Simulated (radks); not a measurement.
Question: Species: the erbium ion Er4+. Configuration: [Kr] 4d10 4f10 5s1.5 5p6 6p0.5 (fractional occupations, a model configuration). Calculated with a radial shooting solver on a logarithmic mesh with Libxc functionals: scalar-relativistic Kohn-Sham, BLYP, spin-polarised, spherical densities, finite nucleus; open shells are filled with parallel spins first (spin-orbit coupling, left out, can overturn this in heavy ions); Fermi nuclear charge, rms radius 5.2516 fm. Some entries of the table are withheld. Estimate them.

| orbital | occ. | eigenvalue (Ry) | <r> (bohr) | r(max) (bohr) |
|---|---|---|---|---|
| 1s up | 1 | -4220.829 | 0.02037 | 0.01286 |
| 1s down | 1 | -4220.824 | 0.02037 | 0.01286 |
| 2s up | 1 | -712.7820 | 0.08647 | 0.07324 |
| 2s down | 1 | -712.7751 | 0.08647 | 0.07324 |
| 2p up | 3 | -631.0382 | 0.07672 | 0.05956 |
| 2p down | 3 | -631.0320 | 0.07672 | 0.05956 |
| 3s up | 1 | -163.2520 | 0.2254 | 0.2072 |
| 3s down | 1 | -163.1104 | 0.2253 | 0.2072 |
| 3p up | 3 | -138.3811 | 0.2246 | 0.2039 |
| 3p down | 3 | -138.2396 | 0.2245 | 0.2039 |
| 3d up | 5 | -107.1981 | 0.2039 | 0.1664 |
| 3d down | 5 | -107.0890 | 0.2037 | 0.1663 |
| 4s up | 1 | -35.84953 | 0.5071 | 0.4735 |
| 4s down | 1 | -35.55145 | 0.5072 | 0.4735 |
| 4p up | 3 | -27.64398 | 0.5372 | 0.4947 |
| 4p down | 3 | -27.35119 | 0.5375 | 0.4947 |
| 4d up | 5 | -16.64311 | 0.5792 | 0.5104 |
| 4d down | 5 | -16.35531 | 0.5798 | 0.5104 |
| 5s up | 1 | -7.63940 | 1.191 | 1.084 |
| 5s down | 0.5 | -7.47358 | 1.201 | 1.090 |
| 5p up | 3 | -5.55237 | 1.363 | 1.216 |
| 5p down | 3 | -5.42228 | 1.378 | 1.226 |
| 4f up | 7 | (1) | 0.7177 | 0.4999 |
| 4f down | 3 | (2) | 0.7286 | 0.5012 |
| 5d up | 0 | -3.02730 | 1.828 | 1.557 |
| 5d down | 0 | -2.95445 | 1.856 | 1.582 |
| 6s up | 0 | -2.63319 | 2.679 | 2.513 |
| 6s down | 0 | -2.58890 | 2.687 | 2.532 |
| 6p up | 0.5 | -2.09582 | 3.099 | 2.927 |
| 5f up | 0 | -1.33564 | 3.433 | (3) |

Answer: 
(1) 4f up eigenvalue (Ry): -4.55519
(2) 4f down eigenvalue (Ry): -4.28433
(3) 5f up r(max) (bohr): 3.047
